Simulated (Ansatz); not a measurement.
Ansatz (an electronic-structure program) job for Si(H)2(OH)(SMe) (CH6OSSi), SMILES CS[SiH2]O, PBE0-D3(BJ)/def2-SVP. 

Ansatz 0.2 input:
```yaml
crystal:
  periodic: [false, false, false]
  atoms:
    - {symbol: Si, position_ang: [0.77184334, -0.43654266, -0.54946543]}
    - {symbol: O, position_ang: [2.21491320, -0.17013266, 0.12488406]}
    - {symbol: S, position_ang: [-0.70733767, 0.52284795, 0.67886090]}
    - {symbol: C, position_ang: [-2.20841211, 0.07963401, -0.24092117]}
    - {symbol: H, position_ang: [0.50009473, -1.86710775, -0.56126195]}
    - {symbol: H, position_ang: [0.74330782, 0.17540128, -1.87021114]}
    - {symbol: H, position_ang: [2.30856217, 0.32011380, 0.93770461]}
    - {symbol: H, position_ang: [-2.14672910, 0.47445933, -1.24999463]}
    - {symbol: H, position_ang: [-2.31585513, -1.00029745, -0.26199602]}
    - {symbol: H, position_ang: [-3.04661747, 0.52671828, 0.28295552]}
basis:
  gaussian:
    orbitals: def2-SVP
hamiltonian:
  xc: pbe0
  dispersion: d3bj
relax: {f_tol: 0.002, max_steps: 200}
```

Program output:

```
[...]
relax step  54: F+E_penalty+E_count = -21877.73973734 eV  Δ(F+E_penalty+E_count) = +2.347e-4 eV  max|allowed force component| = 9.984e-2 eV/Å  Δτ_max = 0.0601 Å  (24 SCF iters, rejected (line search))
these checks for a lower state are left out or cut short: starts, cluster_reference, orbital_swaps, neighbouring_geometries, increment
integrals: 0.04 GiB planned
981 factors; integrals over basis functions are off by at most 1.0e-3 eV
mean field: 0.35 GiB planned
mean field -21877.54765515 eV, -803.9850471925 hartree, gradient 8.7e-5 eV, S^2 0.000000; 0 other end points of the search recorded, 0 dependent functions left out
the calculation of the forces begins
reference -21877.54768029 eV, -803.9850481164 hartree; 25, 25 occupied and 69, 69 virtual orbitals, 981 factors
relax step  55: F+E_penalty+E_count = -21877.74085178 eV  Δ(F+E_penalty+E_count) = -8.797e-4 eV  max|allowed force component| = 3.634e-2 eV/Å  Δτ_max = 0.0293 Å  (25 SCF iters, accepted)
these checks for a lower state are left out or cut short: starts, cluster_reference, orbital_swaps, neighbouring_geometries, increment
integrals: 0.04 GiB planned
981 factors; integrals over basis functions are off by at most 8.7e-4 eV
mean field: 0.35 GiB planned
mean field evaluation 320: about -21877.5338 eV, gradient 5.0e-3 eV
mean field -21877.54798088 eV, -803.9850591629 hartree, gradient 8.7e-5 eV, S^2 0.000000; 0 other end points of the search recorded, 0 dependent functions left out
the calculation of the forces begins
reference -21877.54800602 eV, -803.9850600866 hartree; 25, 25 occupied and 69, 69 virtual orbitals, 981 factors
relax step  56: F+E_penalty+E_count = -21877.74115312 eV  Δ(F+E_penalty+E_count) = -3.013e-4 eV  max|allowed force component| = 1.878e-2 eV/Å  Δτ_max = 0.0299 Å  (24 SCF iters, accepted)
these checks for a lower state are left out or cut short: starts, cluster_reference, orbital_swaps, neighbouring_geometries, increment
integrals: 0.04 GiB planned
981 factors; integrals over basis functions are off by at most 7.1e-4 eV
mean field: 0.35 GiB planned
mean field -21877.54817199 eV, -803.9850661860 hartree, gradient 8.7e-5 eV, S^2 0.000000; 0 other end points of the search recorded, 0 dependent functions left out
the calculation of the forces begins
reference -21877.54819715 eV, -803.9850671105 hartree; 25, 25 occupied and 69, 69 virtual orbitals, 981 factors
relax step  57: F+E_penalty+E_count = -21877.74131625 eV  Δ(F+E_penalty+E_count) = -1.631e-4 eV  max|allowed force component| = 2.805e-2 eV/Å  Δτ_max = 0.0370 Å  (24 SCF iters, accepted)
these checks for a lower state are left out or cut short: starts, cluster_reference, orbital_swaps, neighbouring_geometries, increment
integrals: 0.04 GiB planned
981 factors; integrals over basis functions are off by at most 7.0e-4 eV
mean field: 0.35 GiB planned
mean field -21877.54824191 eV, -803.9850687556 hartree, gradient 1.2e-5 eV, S^2 0.000000; 0 other end points of the search recorded, 0 dependent functions left out
the calculation of the forces begins
reference -21877.54826707 eV, -803.9850696799 hartree; 25, 25 occupied and 69, 69 virtual orbitals, 981 factors
relax step  58: F+E_penalty+E_count = -21877.74136560 eV  Δ(F+E_penalty+E_count) = -4.935e-5 eV  max|allowed force component| = 6.028e-3 eV/Å  Δτ_max = 0.0075 Å  (23 SCF iters, accepted)
these checks for a lower state are left out or cut short: starts, cluster_reference, orbital_swaps, neighbouring_geometries, increment
integrals: 0.04 GiB planned
981 factors; integrals over basis functions are off by at most 7.0e-4 eV
mean field: 0.35 GiB planned
mean field -21877.54828395 eV, -803.9850703002 hartree, gradient 1.3e-5 eV, S^2 0.000000; 0 other end points of the search recorded, 0 dependent functions left out
the calculation of the forces begins
reference -21877.54830910 eV, -803.9850712244 hartree; 25, 25 occupied and 69, 69 virtual orbitals, 981 factors
relax step  59: F+E_penalty+E_count = -21877.74139407 eV  Δ(F+E_penalty+E_count) = -2.847e-5 eV  max|allowed force component| = 4.080e-3 eV/Å  Δτ_max = 0.0072 Å  (23 SCF iters, accepted)
these checks for a lower state are left out or cut short: starts, cluster_reference, orbital_swaps, neighbouring_geometries, increment
integrals: 0.04 GiB planned
981 factors; integrals over basis functions are off by at most 6.9e-4 eV
mean field: 0.35 GiB planned
mean field -21877.54837203 eV, -803.9850735371 hartree, gradient 8.6e-5 eV, S^2 0.000000; 0 other end points of the search recorded, 0 dependent functions left out
the calculation of the forces begins
reference -21877.54839716 eV, -803.9850744607 hartree; 25, 25 occupied and 69, 69 virtual orbitals, 981 factors
relax step  60: F+E_penalty+E_count = -21877.74143957 eV  Δ(F+E_penalty+E_count) = -4.550e-5 eV  max|allowed force component| = 1.067e-2 eV/Å  Δτ_max = 0.0124 Å  (25 SCF iters, accepted)
these checks for a lower state are left out or cut short: starts, cluster_reference, orbital_swaps, neighbouring_geometries, increment
integrals: 0.04 GiB planned
981 factors; integrals over basis functions are off by at most 6.9e-4 eV
mean field: 0.35 GiB planned
mean field -21877.54820489 eV, -803.9850673949 hartree, gradient 8.7e-5 eV, S^2 0.000000; 0 other end points of the search recorded, 0 dependent functions left out
the calculation of the forces begins
reference -21877.54822997 eV, -803.9850683166 hartree; 25, 25 occupied and 69, 69 virtual orbitals, 981 factors
relax step  61: F+E_penalty+E_count = -21877.74138978 eV  Δ(F+E_penalty+E_count) = +4.979e-5 eV  max|allowed force component| = 2.927e-2 eV/Å  Δτ_max = 0.0196 Å  (25 SCF iters, rejected (line search))
these checks for a lower state are left out or cut short: starts, cluster_reference, orbital_swaps, neighbouring_geometries, increment
integrals: 0.04 GiB planned
981 factors; integrals over basis functions are off by at most 6.9e-4 eV
mean field: 0.35 GiB planned
mean field evaluation 352: about -21877.5474 eV, gradient 4.9e-1 eV
mean field -21877.54832096 eV, -803.9850716605 hartree, gradient 8.4e-6 eV, S^2 0.000000; 0 other end points of the search recorded, 0 dependent functions left out
the calculation of the forces begins
reference -21877.54834607 eV, -803.9850725832 hartree; 25, 25 occupied and 69, 69 virtual orbitals, 981 factors
relax step  62: F+E_penalty+E_count = -21877.74147567 eV  Δ(F+E_penalty+E_count) = -3.610e-5 eV  max|allowed force component| = 6.215e-3 eV/Å  Δτ_max = 0.0096 Å  (23 SCF iters, accepted)
these checks for a lower state are left out or cut short: starts, cluster_reference, orbital_swaps, neighbouring_geometries, increment
integrals: 0.04 GiB planned
981 factors; integrals over basis functions are off by at most 6.9e-4 eV
mean field: 0.35 GiB planned
mean field -21877.54827920 eV, -803.9850701256 hartree, gradient 2.4e-5 eV, S^2 0.000000; 0 other end points of the search recorded, 0 dependent functions left out
the calculation of the forces begins
reference -21877.54830428 eV, -803.9850710476 hartree; 25, 25 occupied and 69, 69 virtual orbitals, 981 factors
relax step  63: F+E_penalty+E_count = -21877.74148593 eV  Δ(F+E_penalty+E_count) = -1.026e-5 eV  max|allowed force component| = 6.109e-3 eV/Å  Δτ_max = 0.0079 Å  (22 SCF iters, accepted)
these checks for a lower state are left out or cut short: starts, cluster_reference, orbital_swaps, neighbouring_geometries, increment
integrals: 0.04 GiB planned
981 factors; integrals over basis functions are off by at most 6.9e-4 eV
mean field: 0.35 GiB planned
mean field -21877.54826288 eV, -803.9850695260 hartree, gradient 4.6e-5 eV, S^2 0.000000; 0 other end points of the search recorded, 0 dependent functions left out
the calculation of the forces begins
reference -21877.54828796 eV, -803.9850704479 hartree; 25, 25 occupied and 69, 69 virtual orbitals, 981 factors
relax step  64: F+E_penalty+E_count = -21877.74148715 eV  Δ(F+E_penalty+E_count) = -1.217e-6 eV  max|allowed force component| = 4.066e-3 eV/Å  Δτ_max = 0.0016 Å  (19 SCF iters, accepted)
these checks for a lower state are left out or cut short: starts, cluster_reference, orbital_swaps, neighbouring_geometries, increment
integrals: 0.04 GiB planned
981 factors; integrals over basis functions are off by at most 6.9e-4 eV
mean field: 0.35 GiB planned
mean field -21877.54826027 eV, -803.9850694302 hartree, gradient 1.5e-5 eV, S^2 0.000000; 0 other end points of the search recorded, 0 dependent functions left out
the calculation of the forces begins
reference -21877.54828536 eV, -803.9850703521 hartree; 25, 25 occupied and 69, 69 virtual orbitals, 981 factors
relax step  65: F+E_penalty+E_count = -21877.74148783 eV  Δ(F+E_penalty+E_count) = -6.807e-7 eV  max|allowed force component| = 2.471e-3 eV/Å  Δτ_max = 0.0004 Å  (19 SCF iters, accepted)
these checks for a lower state are left out or cut short: starts, cluster_reference, orbital_swaps, neighbouring_geometries, increment
integrals: 0.04 GiB planned
981 factors; integrals over basis functions are off by at most 6.9e-4 eV
mean field: 0.35 GiB planned
mean field -21877.54826200 eV, -803.9850694936 hartree, gradient 2.5e-5 eV, S^2 0.000000; 0 other end points of the search recorded, 0 dependent functions left out
the calculation of the forces begins
reference -21877.54828708 eV, -803.9850704154 hartree; 25, 25 occupied and 69, 69 virtual orbitals, 981 factors
relax step  66: F+E_penalty+E_count = -21877.74148792 eV  Δ(F+E_penalty+E_count) = -8.792e-8 eV  max|allowed force component| = 3.981e-3 eV/Å  Δτ_max = 0.0006 Å  (19 SCF iters, accepted)
these checks for a lower state are left out or cut short: starts, cluster_reference, orbital_swaps, neighbouring_geometries, increment
integrals: 0.04 GiB planned
981 factors; integrals over basis functions are off by at most 6.9e-4 eV
mean field: 0.35 GiB planned
mean field -21877.54826345 eV, -803.9850695469 hartree, gradient 2.5e-5 eV, S^2 0.000000; 0 other end points of the search recorded, 0 dependent functions left out
the calculation of the forces begins
reference -21877.54828853 eV, -803.9850704688 hartree; 25, 25 occupied and 69, 69 virtual orbitals, 981 factors
relax step  67: F+E_penalty+E_count = -21877.74148826 eV  Δ(F+E_penalty+E_count) = -3.399e-7 eV  max|allowed force component| = 1.207e-3 eV/Å  Δτ_max = 0.0004 Å  (18 SCF iters, accepted)
integrals: 0.04 GiB planned
981 factors; integrals over basis functions are off by at most 6.9e-4 eV
mean field: 0.35 GiB planned
mean field evaluation 384: about -21877.5090 eV, gradient 3.3e0 eV
mean field -21877.54826345 eV, -803.9850695469 hartree, gradient 2.5e-5 eV, S^2 0.000000; 1 other end points of the search recorded, 0 dependent functions left out
the calculation of the forces begins
reference -21877.54828853 eV, -803.9850704688 hartree; 25, 25 occupied and 69, 69 virtual orbitals, 981 factors
Total energy: -21877.74151334 eV, -803.9921713495 hartree
Atom 0 at     0.830502    -0.017511    -0.930571 Å, force     0.000746     0.000085     0.000504 eV/Å
Atom 1 at     1.755023    -0.392676     0.400766 Å, force    -0.000498     0.000536    -0.001207 eV/Å
Atom 2 at    -0.869686     1.223733    -0.565803 Å, force    -0.000143    -0.000404     0.000176 eV/Å
Atom 3 at    -2.054525    -0.001061     0.082171 Å, force     0.000655     0.000088    -0.000308 eV/Å
Atom 4 at     0.324154    -1.273555    -1.568743 Å, force    -0.000013     0.000136     0.000239 eV/Å
Atom 5 at     1.714414     0.769189    -1.824550 Å, force     0.000335    -0.000043    -0.000204 eV/Å
Atom 6 at     1.365974    -0.976400     1.057907 Å, force    -0.000243    -0.000418     0.000415 eV/Å
Atom 7 at    -2.128272    -0.876242    -0.579540 Å, force    -0.000038    -0.000305    -0.000267 eV/Å
Atom 8 at    -1.789351    -0.323404     1.098894 Å, force     0.000119    -0.000147     0.000619 eV/Å
Atom 9 at    -3.034463     0.493021     0.120023 Å, force    -0.000921     0.000471     0.000033 eV/Å
Dipole moment:    -0.294637    -0.438710     0.201183 e Å
```

The run converged.

Cost: very roughly 4 core-minutes.
